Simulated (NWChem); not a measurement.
**Correlation energy of germanium monoxide (GeO)**

```xyz
2

Ge     0.0000     0.0000     0.3297
O      0.0000     0.0000    -1.3189
```
Charge 0, spin multiplicity 1.

Everything below was run with NWChem. All single points use one geometry, from PBE/def2-SVP, a minimum by its harmonic frequencies.

Basis set: def2-TZVP. Each correlation energy counts from its own Hartree-Fock reference.

The Hamiltonian is non-relativistic. The correlated methods keep 10 core orbitals frozen. No row is a measurement; the coupled-cluster row has its own basis-set and correlation limits.

Problem. For the correlation energy, MP2 gives -479.3 mHa and SCS-MP2 gives -454.5 mHa. What do CR-CCSD[T], CR-CCSD(T), CCSD give?

Solution. CR-CCSD[T]: -487.3 mHa; CR-CCSD(T): -483.7 mHa; CCSD: -464.4 mHa.
